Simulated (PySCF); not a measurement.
## Computed vibrations of [Tm(HCN)]2+

[Tm(HCN)]2+ (singlet in the valence; each metal's 4f electrons, 13 of them, lie in its core potential, out of spins and levels). PySCF 2.14.0, RKS PBE0, Tm lcecp-0-SVP with ECP59, N def2-SVP, C def2-SVP, H def2-SVP; non-relativistic Hamiltonian with scalar-relativistic core potentials where named; density fitting; no spin-orbit coupling. Central differences of gradients.

```xyz
4

Tm    0.0000    0.0000   -0.4182
N     0.0000    0.0000    2.0195
C     0.0000    0.0000    3.1730
H     0.0000    0.0000    4.2679
```

Run from Python with OMP_NUM_THREADS=2. Where DIIS fails, smearing, a level shift and second-order steps follow.
It took 19 s on 2 threads of AMD EPYC 7R43 64-Core Processor (Zen 3), on a shared host.

**Question.** What are the harmonic wavenumbers and infrared intensities?

**Answer.** Modes are labelled in C∞v; negative numbers are unstable modes, those under 60 cm⁻¹ near the noise; a finer grid moves soft modes by up to 10 cm⁻¹.
```csv
cm⁻¹,km/mol,symmetry
201,62.5,π
201,62.5,π
273,15.1,σ+
846,20.4,π
846,20.4,π
2245,217.8,σ+
3348,167.3,σ+
```

**Question.** Is this a minimum?

**Answer.** Yes. Ideal gas at 298.15 K and 1 bar: S = 280.5 J/(mol K), Cp = 56.6 J/(mol K), H − H(0 K) = 13.2 kJ/mol (rigid rotor, harmonic modes, spin degeneracy alone, that of the 4f electrons in the core included).

An lcecp potential fixes the number of 4f electrons, so in runs with it no electron can move into or out of that shell.
